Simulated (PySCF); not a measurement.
# Structure from NMR data

Molecular formula: C₃H₉BF₃N. Simulated spectra:

$^{1}$H NMR (300 MHz, computed): δ 2.47 (s, 9H).

$^{13}$C{$^{1}$H} NMR (computed): δ 47.2 (CH3, q, J = 2.0 Hz).

Theoretical values (PySCF): coordinates at the PBE0-D3(BJ)/def2-SVP level, GIAO KT2/pcSseg-1 shieldings, couplings computed with B3LYP/pcJ-1 (spin–dipole term only in couplings to heteroatoms). Fast rotation and ring inversion assumed for equivalent nuclei, a single conformation, non-relativistic Hamiltonian, no solvent model.

References, each an isolated molecule treated in the same way: $^{1}$H, $^{13}$C against TMS.

Q: What is the structure?

A: 
1 carbon signal for 3 carbons: some carbons are equivalent by symmetry or fast rotation. Carbon types of the structure: 3 × CH3, which accounts for all hydrogens. δC 47.2: methyl carbon bonded to N; the inductive effect lowers its shielding. δH 2.47: hydrogen on a methyl carbon bonded to N; its carbon carries N, which withdraws density.

Structure: SMILES C[N+](C)(C)[B-](F)(F)F.

The shifts were computed for this structure.

Shifts are as computed. Against solution values, carbons near 30 ppm lie about +2 ppm off and those near 130 ppm about -5 ppm. Of 1211 compounds with measured shifts, 218 miss one by over three times the rms of a fit or turn the order of signals round; such compounds aren't used in these exercises.
